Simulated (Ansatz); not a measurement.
Ansatz (a program for electronic structure) input (CCSD(T)/cc-pVQZ):

Ansatz 0.2 input:
```yaml
crystal:
  periodic: [false, false, false]
  atoms:
    - {symbol: C, position_ang: [2.38493299, -0.00020220, -0.27073730]}
    - {symbol: C, position_ang: [1.34695161, -1.10650509, -0.16192757]}
    - {symbol: N, position_ang: [-0.00633845, -0.67583757, -0.49277614]}
    - {symbol: C, position_ang: [-0.92687635, -1.80172012, -0.54096098]}
    - {symbol: Ge, position_ang: [-0.67524303, 0.85419548, 0.32197696]}
    - {symbol: H, position_ang: [3.38483488, -0.41195546, -0.12565728]}
    - {symbol: H, position_ang: [2.24048067, 0.77476387, 0.48479876]}
    - {symbol: H, position_ang: [2.34390852, 0.47214424, -1.25338516]}
    - {symbol: H, position_ang: [1.61232112, -1.90967050, -0.85984750]}
    - {symbol: H, position_ang: [1.39380003, -1.55384155, 0.84660851]}
    - {symbol: H, position_ang: [-1.92358664, -1.46935566, -0.83266982]}
    - {symbol: H, position_ang: [-0.58526374, -2.52465907, -1.28935233]}
    - {symbol: H, position_ang: [-1.01397196, -2.33954992, 0.41730263]}
    - {symbol: H, position_ang: [0.10536000, 2.08488853, -0.16116959]}
    - {symbol: H, position_ang: [-2.14759318, 0.94387179, -0.10828776]}
    - {symbol: H, position_ang: [-0.58819286, 0.78053588, 1.86958477]}
basis:
  gaussian:
    orbitals: cc-pVQZ
magnetization: {spin_polarized: false}
correlation: {method: ccsd_t, electrons: outside_noble_gas}
```

Output:

```
Functional definition: HF
integrals: 22.70 GiB planned
3586 factors; integrals over basis functions are off by at most 1.3e-3 eV
9.04 GiB of device memory are held for the factors and their scratch space
mean field: 7.99 GiB planned
mean field evaluation 1: about -61218.9341 eV, gradient 4.0e1 eV
mean field evaluation 2: about -61219.0891 eV, gradient 4.0e1 eV
mean field evaluation 4: about -61223.4101 eV, gradient 5.8e0 eV
mean field evaluation 8: about -61223.5040 eV, gradient 2.5e-1 eV
mean field evaluation 16: about -61222.3247 eV, gradient 2.1e1 eV
mean field -61223.50426041 eV, -2249.9222827883 hartree, gradient 4.0e-6 eV, S^2 0.000000; 0 other end points of the search recorded, 0 dependent functions left out
18 core orbitals not correlated
reference -61223.50426041 eV, -2249.9222827883 hartree; 16, 16 occupied and 584, 584 virtual orbitals, 3586 factors
second order -25.30075237 eV of doubles, -0.00000000 eV of singles
coupled cluster: 168.86 GiB planned
cycle   1  -25.85901071 eV  change   -5.6e-1 eV  update   1.0e-1
cycle   2  -26.52874483 eV  change   -6.7e-1 eV  update   3.0e-2
cycle   3  -26.64043492 eV  change   -1.1e-1 eV  update   1.3e-2
cycle   4  -26.63152458 eV  change    8.9e-3 eV  update   3.1e-3
cycle   5  -26.63111119 eV  change    4.1e-4 eV  update   1.5e-3
cycle   6  -26.63152724 eV  change   -4.2e-4 eV  update   4.3e-4
cycle   7  -26.63127805 eV  change    2.5e-4 eV  update   1.8e-4
cycle   8  -26.63123301 eV  change    4.5e-5 eV  update   6.9e-5
cycle   9  -26.63126816 eV  change   -3.5e-5 eV  update   2.6e-5
perturbative correction -1.07658215 eV, -0.0395636642 hartree
Total energy: -61251.21211072 eV, -2250.9405275061 hartree
```
